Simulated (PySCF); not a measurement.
A structure optimised at PBE-D3(BJ)/def2-SVP, used in a PySCF frequency run:

```xyz
10

Al     0.0000     0.0000     0.5077
C      1.7331    -0.0004    -0.4264
H      2.3298     0.8960    -0.1475
H      1.6460    -0.0172    -1.5320
H      2.3473    -0.8755    -0.1202
C     -1.7331     0.0004    -0.4264
H     -2.3298    -0.8960    -0.1475
H     -1.6460     0.0172    -1.5320
H     -2.3473     0.8755    -0.1202
H      0.0000     0.0000     2.1173
```
Charge 0, spin multiplicity 1.

Write its SMILES, formula and point group.

[CH3][AlH][CH3], C2H7Al, C2

What are its rotational constants (standard atomic weights)?

21.284, 4.9149, 4.2030 GHz
